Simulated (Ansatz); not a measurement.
`O[BH][Al]([SiH3])[SiH3]`. Charge 0, multiplicity 1. The geometry is a stationary point of PBE0-D4/def2-TZVP. It is one conformer, not always the lowest.

```xyz
13

O    -2.080    0.938    2.062
B    -1.997    0.452    0.798
Al   -0.070   -0.023   -0.011
Si    1.209    1.647   -1.297
Si    0.942   -2.263    0.163
H    -2.980    1.123    2.350
H    -3.028    0.306    0.179
H     1.256    2.970   -0.607
H     2.616    1.243   -1.580
H     0.547    1.877   -2.617
H     0.119   -3.263    0.902
H     2.263   -2.182    0.854
H     1.204   -2.826   -1.196
```

Task: What is the dipole moment at ωB97M-V/def2-TZVPP? (An estimate is asked.)

Result: The calculation gave: 2.70 D, with components (-2.44, 0.52, 1.04) D in this frame, pointing from negative to positive charge.

Task: And with PBE, r2SCAN, B3LYP? (Best estimate.)

Result: Computed: PBE 2.57 D, r2SCAN 2.56 D, B3LYP 2.61 D.

Task: Give the Mulliken charges with ωB97M-V, B3LYP, r2SCAN in def2-TZVPP. (Best estimate.)

Result: The calculation gave: 
| atom | ωB97M-V | B3LYP | r2SCAN |
| --- | --- | --- | --- |
| O1 | -0.24 | -0.25 | -0.27 |
| B2 | 0.06 | 0.11 | 0.11 |
| Al3 | 0.24 | 0.26 | 0.38 |
| Si4 | -0.06 | 0.04 | 0.01 |
| Si5 | -0.06 | 0.04 | 0.01 |
| H6 | 0.19 | 0.20 | 0.22 |
| H7 | 0.03 | -0.02 | -0.05 |
| H8 | -0.03 | -0.06 | -0.07 |
| H9 | -0.02 | -0.06 | -0.07 |
| H10 | -0.03 | -0.07 | -0.07 |
| H11 | -0.03 | -0.06 | -0.07 |
| H12 | -0.03 | -0.06 | -0.07 |
| H13 | -0.03 | -0.06 | -0.07 |

B3LYP here is the variant with VWN-RPA as its local correlation; programs differ in this.
